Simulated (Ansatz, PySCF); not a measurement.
This Ansatz (an electronic-structure program) input computes a SVWN5/def2-TZVPD energy:

Ansatz 0.2 input:
```yaml
crystal:
  periodic: [false, false, false]
  atoms:
    - {symbol: Si, position_ang: [-0.83674266, 0.24438014, 0.12342932]}
    - {symbol: Br, position_ang: [0.23354587, -0.39701321, -1.83061130]}
    - {symbol: Br, position_ang: [0.92698264, 0.23034025, 1.62817304]}
    - {symbol: O, position_ang: [-1.62896448, 1.55718991, 0.04414134]}
    - {symbol: O, position_ang: [-1.66119821, -1.14307545, 0.54037721]}
    - {symbol: H, position_ang: [-2.58279891, -0.90068416, 0.68118009]}
basis:
  gaussian:
    orbitals: def2-TZVPD
hamiltonian:
  xc: {name: SVWN5}
total_charge: -1
output: {forces: true}
```

**Question.** Write an input for the same energy in PySCF and say what it gives.

**Answer.** 
```python
from pyscf import gto, scf, dft

mol = gto.M(
    atom='''
    Si   -0.83674266    0.24438014    0.12342932
    Br    0.23354587   -0.39701321   -1.83061130
    Br    0.92698264    0.23034025    1.62817304
    O    -1.62896448    1.55718991    0.04414134
    O    -1.66119821   -1.14307545    0.54037721
    H    -2.58279891   -0.90068416    0.68118009
    ''',
    basis='def2-tzvpd',
    charge=-1,
    spin=0,
    verbose=4,
)

mf = dft.RKS(mol, xc='svwn').density_fit(auxbasis='def2-universal-jkfit')
mf.grids.level = 3
mf.conv_tol = 1e-9
mf.max_cycle = 100
mf.max_memory = 1500
mf.kernel()
if not mf.converged:
    mf = mf.newton()
    mf.kernel(mf.make_rdm1())
mf.analyze()
```
It gives -5579.92337 Eh, and Ansatz -5579.92327 Eh, a difference of 0.10 mEh, from the treatment of integrals and grids.

It need not be the lowest isomer of its formula. Whether it binds its extra electron was not tested at this geometry.
